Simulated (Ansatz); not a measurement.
CH₅FOSi₂, SMILES `F[C@H]1O[Si@H]1[SiH3]`, relaxed with RKS PBE0-D4/def2-TZVP in the Gaussian-basis code of Ansatz from a PBE-D4/def2-SVP geometry. The force threshold is 0.005 eV/Å; the program also tests the step.

Charge 0, multiplicity 1.

Start:

```xyz
10

F    -0.680    0.341    2.229
C     0.572    0.465    1.686
O     1.116   -0.745    1.235
Si    0.821    0.289   -0.155
Si   -0.991   -0.429   -1.442
H     1.220    1.046    2.378
H     2.086    0.762   -0.813
H    -1.353    0.635   -2.442
H    -2.134   -0.665   -0.498
H    -0.657   -1.698   -2.178
```

Task: By how much does the energy fall, and how many steps does the optimiser take? (An estimate is asked.)

Result: Ansatz gave: 0.07 eV, in 11 steps, 1 of them rejected.

Task: Which bonds change most? (Best estimate.)

Result: Ansatz gave: O3–Si4 from 1.757 to 1.696 Å; C2–Si4 from 1.866 to 1.829 Å; C2–H6 from 1.111 to 1.090 Å; Si5–H9 from 1.501 to 1.482 Å.

Task: Give the relaxed structure. (Estimate.)

Result: Ansatz gave: 
```xyz
10

F    -0.642    0.381    2.263
C     0.581    0.504    1.677
O     1.108   -0.729    1.251
Si    0.799    0.224   -0.117
Si   -0.999   -0.440   -1.440
H     1.240    1.065    2.339
H     2.023    0.711   -0.803
H    -1.328    0.665   -2.379
H    -2.158   -0.736   -0.565
H    -0.626   -1.645   -2.226
```
